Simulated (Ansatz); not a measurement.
C3H2BrF can be A, `FC1C=C1Br`, or B, `FC1(Br)C=C1`.

Calculated with Ansatz (gas phase, PBE0-D4/def2-TZVP geometries, no zero-point term in ΔE). CCSD(T)/CBS is the MP2 limit (def2-TZVPP, def2-QZVPP) plus CCSD(T) − MP2 in def2-TZVPP, frozen cores. DFT in def2-TZVPP. B3LYP here is the variant with VWN-RPA as its local correlation; programs differ in this. For Br outer-core shells are correlated without core-valence functions, which leaves a few kJ/mol of doubt a bond. Scalar relativity is left out up to krypton.

A:

Z-matrix (Å, degrees):
```
C
C 1 1.476
C 1 1.452 2 52.6
F 1 1.379 2 118.5 3 -105.9
H 1 1.088 2 124.2 3 110.2
H 2 1.077 1 146.3 3 178.3
Br 3 1.835 1 146.6 2 -178.2
```

B:

Z-matrix (Å, degrees):
```
C
Br 1 1.937
C 1 1.442 2 122.9
F 1 1.364 2 107.2 3 147.4
C 1 1.442 2 122.9 3 -65.3
H 3 1.078 1 147.2 2 69.9
H 5 1.078 1 147.2 2 -69.9
```

(1) Which isomer does CCSD(T)/CBS put lower? Give the gap. (Estimate.)

(2) Give E(B) − E(A) in kcal/mol with r2SCAN-D4, CCSD/def2-TZVPP, MP2/def2-TZVPP, CCSD(T)/def2-TZVPP, PBE0-D4, ωB97M-V, B3LYP. (Best estimate.)

Largest T1 diagnostic: 0.010.

## Answers

(1) The calculation gave: B, by 0.6 kcal/mol.

(2) Computed: r2SCAN-D4 -0.5, CCSD/def2-TZVPP 0.2, MP2/def2-TZVPP 0.5, CCSD(T)/def2-TZVPP 0.3, PBE0-D4 -0.1, ωB97M-V -1.2, B3LYP 0.2. The order is the other way round with CCSD/def2-TZVPP, MP2/def2-TZVPP, CCSD(T)/def2-TZVPP, B3LYP.

In def2-TZVPP, CCSD(T) changes the Hartree–Fock value by +1.1 kcal/mol (the triples alone add +0.1 kcal/mol) and MP2 by +1.3 kcal/mol.
